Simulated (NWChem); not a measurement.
Species: CH₆BeGe; SMILES [CH3][Be][GeH3]

```xyz
9

Be     0.0000     0.0000     1.2714
C      0.0000     0.0000     2.9475
H     -0.1876    -1.0062     3.3644
H     -0.7776     0.6656     3.3644
H      0.9652     0.3406     3.3644
Ge     0.0000     0.0000    -0.9345
H     -0.1117     1.4196    -1.5376
H      1.2852    -0.6130    -1.5376
H     -1.1735    -0.8065    -1.5376
```
Atoms are numbered in this order, from 1.

Results from NWChem. Pople sets run with spherical d functions. All runs use the structure optimised with PBE0/def2-SVP. B3LYP is NWChem's, with the RPA form of VWN correlation. Vzz is the largest principal value of the second derivative of the potential at the nucleus (NWChem prints the opposite sign); η is the asymmetry. Non-relativistic.

| level | Vzz Be1 (a.u.) | η Be1 | Vzz Ge6 (a.u.) | η Ge6 | relative time |
|---|---|---|---|---|---|
| B3LYP/6-31G* | -0.248 | 0.00 | -0.568 | 0.00 | 1 |
| B3LYP/def2-TZVP | -0.268 | 0.00 | -0.752 | 0.00 | 3 |
| Hartree-Fock/cc-pVTZ | -0.283 | 0.00 | -0.747 | 0.00 | 5 |
| Hartree-Fock/def2-TZVP | -0.269 | 0.00 | -0.856 | 0.00 | 2 |

Times are rough ratios from one shared machine.
